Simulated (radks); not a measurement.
The numbers below are computed, except where a source is named.
These are the eigenvalues of the occupied orbitals of an atom or ion with whole-number occupations (eV). Code: a radial shooting solver on a logarithmic mesh with Libxc functionals. Model: scalar-relativistic Kohn-Sham, BLYP, spin-polarised, spherical densities, finite nucleus; Fermi nuclear charge, rms radius of each element as measured or else 0.836 A^(1/3) + 0.57 fm.

| orbital | eigenvalue |
|---|---|
| 1s up | -80805.07 |
| 1s down | -80805.03 |
| 2s up | -14307.35 |
| 2s down | -14307.07 |
| 2p up | -12381.06 |
| 2p down | -12380.81 |
| 3s up | -3426.248 |
| 3s down | -3424.543 |
| 3p up | -2867.290 |
| 3p down | -2865.547 |
| 3d up | -2268.579 |
| 3d down | -2267.156 |
| 4s up | -788.4053 |
| 4s down | -785.4578 |
| 4p up | -603.7963 |
| 4p down | -600.9769 |
| 4d up | -382.2351 |
| 4d down | -379.4617 |
| 5s up | -147.1925 |
| 5s down | -145.0399 |
| 4f up | -136.6555 |
| 4f down | -133.7719 |
| 5p up | -95.2998 |
| 5p down | -93.1987 |
| 5d up | -35.3165 |
| 5d down | -33.3495 |
| 6p up | -12.8241 |
| 6p down | -11.4764 |

Which element is it, and in what charge state? The configuration may be excited. Open shells, if any, are filled with parallel spins first.

Answer. Z = 79, gold, charge +1: Au+ in [Xe] 4f12 5d8 6p4. The list shows which subshells hold electrons but not how many an open one holds; the 1s level, -2969.5 hartree, gives Z - s = 77.1 by -(Z - s)^2/2, which with screening and relativity narrows Z to a few neighbours, and the depths of the outer levels then fix element, charge and occupations together.
